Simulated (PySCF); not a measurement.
PySCF 2.14 output of a UHF calculation on a single atom or ion in aug-cc-pV(Q+d)Z with one added diffuse shell each of s, p, d, f, g type (8s7p6d4f3g, 114 functions), with the non-relativistic Hamiltonian (point nucleus):

```
SCF conv_tol = 1e-09
number electrons alpha = 10  beta = 7
cycle= 1 E= -458.669062771804  delta_E= -0.00372  |g|= 0.02  |ddm|= 0.0493
cycle= 2 E= -458.669342168001  delta_E= -0.000279  |g|= 0.0063  |ddm|= 0.0196
cycle= 3 E= -458.669387052175  delta_E= -4.49e-05  |g|= 0.000783  |ddm|= 0.012
cycle= 4 E= -458.669391060769  delta_E= -4.01e-06  |g|= 0.000409  |ddm|= 0.00407
cycle= 5 E= -458.669392821662  delta_E= -1.76e-06  |g|= 0.000153  |ddm|= 0.0036
cycle= 6 E= -458.669393023416  delta_E= -2.02e-07  |g|= 4.78e-05  |ddm|= 0.00133
cycle= 7 E= -458.669393032809  delta_E= -9.39e-09  |g|= 7.67e-06  |ddm|= 0.000313
cycle= 8 E= -458.669393032966  delta_E= -1.57e-10  |g|= 9.19e-07  |ddm|= 5.08e-05
converged SCF energy = -458.669393032966  <S^2> = 3.7611483  2S+1 = 4.0055703
```

The run itself started from symmetry-adapted Hartree-Fock orbitals and held the occupation by maximum overlap, so the iterations belong to that start.

Task: Which element, charge and spin multiplicity is this?

Result: Cl (chlorine, neutral), multiplicity 4; the state was [Ne] 3s1 3p5 4s1, high-spin 4P determinant (an excited configuration).

The outer electron is Rydberg-like, and this basis confines it to a smaller radius and binds it less than a complete one would.
